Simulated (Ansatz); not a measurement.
C2H7NOSi can be A, `C=N[SiH](C)O`, or B, `NCC1O[SiH2]1`.

Calculated with Ansatz (gas phase, PBE0-D4/def2-TZVP geometries, no zero-point term in ΔE). CBS: MP2 limit from def2 TZ/QZ plus the TZ coupled-cluster correction, frozen cores. DFT in def2-TZVPP. Each species was taken in one conformer, which may not be the lowest.

Problem. Which isomer does CCSD(T)/CBS put lower? Give the gap. (An estimate is asked.)

Solution. Ansatz gave: A, by 232.9 kJ/mol.

Problem. Give E(B) − E(A) in kJ/mol with ωB97M-V, CCSD/def2-TZVPP, LDA (SPW92), r2SCAN-D4, CCSD(T)/def2-SVP, HF/def2-TZVPP, B2PLYP. (Estimate.)

Solution. The calculation gave: ωB97M-V 230.5, CCSD/def2-TZVPP 237.1, LDA (SPW92) 187.7, r2SCAN-D4 223.7, CCSD(T)/def2-SVP 218.1, HF/def2-TZVPP 267.8, B2PLYP 237.6. None reverses the order clearly.

Problem. Does the order hold for the free energy at 298.15 K (harmonic terms from PBE0-D4)? (Best estimate.)

Solution. The calculation gave: Yes: G(B) − G(A) = +243.8 kJ/mol, for one conformer each.

Largest T1 diagnostic: 0.013.

From r2SCAN to r2SCAN0 (25 % exact exchange), in def2-TZVPP and without D4, E(B) − E(A) moves by +3.1 kJ/mol. In def2-TZVPP, CCSD(T) changes the Hartree–Fock value by −34.5 kJ/mol (the triples alone add −3.8 kJ/mol) and MP2 by −34.8 kJ/mol.
